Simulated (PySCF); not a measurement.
## Electric field gradients and quadrupole coupling constants

Species: C5H11NOSi.
Cartesian coordinates in Å at the GFN2-xTB level; atoms count from 1:
```xyz
19
C5H11NOSi angstrom
C     -0.5510   -0.8417    1.2380
C     -0.6282    0.0758    0.0166
C     -1.9303    0.8800    0.0301
C     -0.5198   -0.7420   -1.2692
O      0.4233    1.0186    0.0948
Si     1.9893    1.0284   -0.2545
C      2.8829   -0.4424    0.4978
N      3.4045   -1.3557    0.9531
H     -1.3634   -1.5627    1.2204
H      0.3971   -1.3752    1.2440
H     -0.6201   -0.2526    2.1493
H     -2.7874    0.2127    0.0191
H     -1.9746    1.5297   -0.8406
H     -1.9720    1.4978    0.9234
H     -0.4963   -0.0794   -2.1313
H     -1.3717   -1.4100   -1.3622
H      0.3928   -1.3343   -1.2583
H      2.4280    2.2454    0.4077
H      2.2870    0.9168   -1.6856
```

Field gradients from the PBE0/pcSseg-1 density (PySCF, non-relativistic), principal values in atomic units, ordered |Vxx| ≤ |Vyy| ≤ |Vzz|:

```json
{"atom": "O5", "Vxx": "-0.5692", "Vyy": "-1.0801", "Vzz": "1.6494"}
{"atom": "N8", "Vxx": "0.5483", "Vyy": "0.6168", "Vzz": "-1.1650"}
```

Task: Find the asymmetry η = (Vxx − Vyy)/Vzz and the couplings χ = eQV/h (234.96 MHz × Q in barn × V in au), with Q(17O) = −0.0256 b, Q(14N) = 0.02044 b.

Result: 
| atom | environment | nucleus | η | χzz (MHz) | χxx (MHz) | χyy (MHz) |
| --- | --- | --- | --- | --- | --- | --- |
| O5 | silyl ether oxygen | 17O | 0.31 | -9.92 | 3.42 | 6.50 |
| N8 | cyano nitrogen | 14N | 0.06 | -5.60 | 2.63 | 2.96 |

Task: What is Vzz at N8 in SI units (1 au = 9.71736 × 10²¹ V/m²)?

Result: -1.1650 au = -11.321 × 10²¹ V/m².

Task: And the gradient at the other heavy atoms, for which no coupling is worked out here?

Result: 
```csv
atom,environment,Vzz (au),η
C1,methyl carbon,0.065,0.31
C2,sp3 carbon bound to oxygen,0.447,0.04
C3,methyl carbon,0.066,0.26
C4,methyl carbon,0.045,0.32
Si6,oxygen-bound silicon,-0.543,0.85
C7,cyano carbon,-0.468,0.01
```

Task: What couplings would deuterons (Q(2H) = 0.00286 b) have in place of the hydrogens, at this geometry?

Result: 
| atom | bonded to | bond length (Å) | Vzz (au) | η | χzz (kHz) |
| --- | --- | --- | --- | --- | --- |
| H9 | C1 | 1.086 | 0.3171 | 0.03 | 213 |
| H10 | C1 | 1.088 | 0.3084 | 0.03 | 207 |
| H11 | C1 | 1.087 | 0.3145 | 0.02 | 211 |
| H12 | C3 | 1.086 | 0.3165 | 0.03 | 213 |
| H13 | C3 | 1.087 | 0.3152 | 0.03 | 212 |
| H14 | C3 | 1.087 | 0.3150 | 0.02 | 212 |
| H15 | C4 | 1.088 | 0.3140 | 0.01 | 211 |
| H16 | C4 | 1.086 | 0.3164 | 0.02 | 213 |
| H17 | C4 | 1.088 | 0.3116 | 0.03 | 209 |
| H18 | Si6 | 1.453 | 0.1651 | 0.01 | 111 |
| H19 | Si6 | 1.466 | 0.1545 | 0.01 | 104 |

One conformer (not necessarily the lowest) at the GFN2-xTB geometry, without solvent, vibrations or thermal averaging. GFN2-xTB bond lengths can be off by several hundredths of an ångström, more for odd bonds, and the gradients follow them. A larger basis could move these couplings by a tenth or more.
